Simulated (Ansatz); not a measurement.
The cluster SbTe₄, 5 atoms. Hardware: 4 threads of Intel Xeon 6975P-C on a shared host.

In the def2 sets Sb, Te take a core potential; there is no spin–orbit coupling. Correlated methods freeze 20 core orbitals; core or outer-core shells of Sb, Te are correlated, in sets that lack core-valence functions. In CCSD on the charge 0 quartet the largest single amplitude is 0.19, so its Hartree–Fock determinant may place the open shell otherwise than the density functionals do.

Task: How many basis functions does each of these Ansatz runs have, and roughly what does it cost? PBE-D4/def2-SVP, charge 0 doublet, energy, from earlier orbitals; PBE-D4/def2-TZVPD, charge -1 triplet at the geometry of the charge 0 doublet, energy, from earlier orbitals; RPA@PBE/def2-TZVP, charge 0 doublet, energy, from earlier orbitals; PBE-D4/def2-TZVP, charge 1 singlet at the geometry of the charge 0 doublet, energy, from earlier orbitals; B3LYP-D4/def2-TZVP, charge 0 doublet, energy and forces, from earlier orbitals; CCSD(T)/def2-SVP, charge 0 quartet, energy, from earlier orbitals; HF/STO-3G, charge 0 quartet, energy; r2SCAN-D4/def2-TZVP, charge 0 doublet, energy, from earlier orbitals; MP2/def2-TZVP, charge 0 quartet, energy, from earlier orbitals; PBE0-D4/def2-TZVP, charge 0 quartet, energy, from earlier orbitals; BHLYP-D4/def2-TZVP, charge 0 doublet, energy, from earlier orbitals; PBE0-D4/def2-TZVPD, charge -1 triplet at the geometry of the charge 0 doublet, energy.

Result: Other jobs shared the machine, so times can vary by a factor of up to 3. A dash marks memory too small to be measured apart from the calling script's.

| run | functions | fitting or Cholesky vectors | wall time | peak host memory (GiB) |
| --- | --- | --- | --- | --- |
| PBE-D4/def2-SVP, charge 0 doublet, energy, from earlier orbitals | 130 | 1596 | 2.1 s | – |
| PBE-D4/def2-TZVP, charge 1 singlet at the geometry of the charge 0 doublet, energy, from earlier orbitals | 250 | 1927 | 2.6 s | – |
| HF/STO-3G, charge 0 quartet, energy | 135 | 1418 | 8 s | 1.4 |
| PBE-D4/def2-TZVPD, charge -1 triplet at the geometry of the charge 0 doublet, energy, from earlier orbitals | 292 | 2209 | 8.5 s | 0.74 |
| r2SCAN-D4/def2-TZVP, charge 0 doublet, energy, from earlier orbitals | 250 | 1927 | 10 s | 0.62 |
| BHLYP-D4/def2-TZVP, charge 0 doublet, energy, from earlier orbitals | 250 | 2387 | 12 s | 1.4 |
| B3LYP-D4/def2-TZVP, charge 0 doublet, energy and forces, from earlier orbitals | 250 | 2128 | 14 s | 1.5 |
| PBE0-D4/def2-TZVP, charge 0 quartet, energy, from earlier orbitals | 250 | 2193 | 14 s | 1.5 |
| RPA@PBE/def2-TZVP, charge 0 doublet, energy, from earlier orbitals | 250 | 2387 | 17 s | 1.3 |
| MP2/def2-TZVP, charge 0 quartet, energy, from earlier orbitals | 250 | 2387 | 19 s | 1.3 |
| PBE0-D4/def2-TZVPD, charge -1 triplet at the geometry of the charge 0 doublet, energy | 292 | 2391 | 63 s | 3.2 |
| CCSD(T)/def2-SVP, charge 0 quartet, energy, from earlier orbitals | 130 | 1667 | 2.3 min | 3.3 |
